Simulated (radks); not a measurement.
All-electron atom: Hg+ in [Xe] 4f14 5d10 6s1.

Calculated with a radial shooting solver on a logarithmic mesh with Libxc functionals: scalar-relativistic Kohn-Sham, LDA (Slater exchange, Perdew-Wang correlation), spin-unpolarised, spherical densities, finite nucleus; Fermi nuclear charge, rms radius 5.4648 fm; hard spherical wall at 7 bohr.

Energy parts (hartree):
part                       energy
total                 -19606.8511
kinetic                21990.2556
electron-nucleus      -48815.5405
Hartree                 7577.7473
exchange-correlation    -359.3135

Orbitals (lengths in bohr, moments of r in powers of bohr; r(max) is where P^2 peaks; r(90%) holds 90 % of the orbital's charge):
orbital  occ.  eigenvalue (hartree)  r(90%)      <r>      <r^2>   r(max)
1s          2             -3053.085  0.0304  0.01660  0.0003814  0.01024
2s          2             -541.4771   0.109  0.06998   0.005804  0.05920
2p          6             -467.3497   0.103  0.06330   0.004900  0.04907
3s          2             -128.7387   0.265   0.1808    0.03741   0.1669
3p          6             -107.3107   0.273   0.1822    0.03852   0.1665
3d         10             -84.67420   0.256   0.1651    0.03189   0.1355
4s          2             -28.53859   0.573   0.3996     0.1802   0.3759
4p          6             -21.50746   0.617   0.4258     0.2060   0.3959
4d         10             -13.14815   0.670   0.4492     0.2331   0.4028
5s          2              -4.68819    1.29   0.9008     0.9104   0.8267
4f         14              -3.87401   0.772   0.4826     0.2811   0.3659
5p          6              -2.78907    1.51    1.039      1.220   0.9270
5d         10              -0.70101    2.28    1.472      2.562    1.163
6s          1              -0.55343    3.63    2.481      6.932    2.137
6p          0              -0.27367    4.59    3.173      11.19    2.797
7s          0              -0.00358    5.73    4.253      19.97    4.698
5f          0               0.15552    5.60    4.211      18.90    4.357

The highest occupied level is 6s at -15.060 eV. The density falls to 0.001 e/bohr^3 at r = 3.88 bohr. The pressure on the wall is 0.0580 GPa.
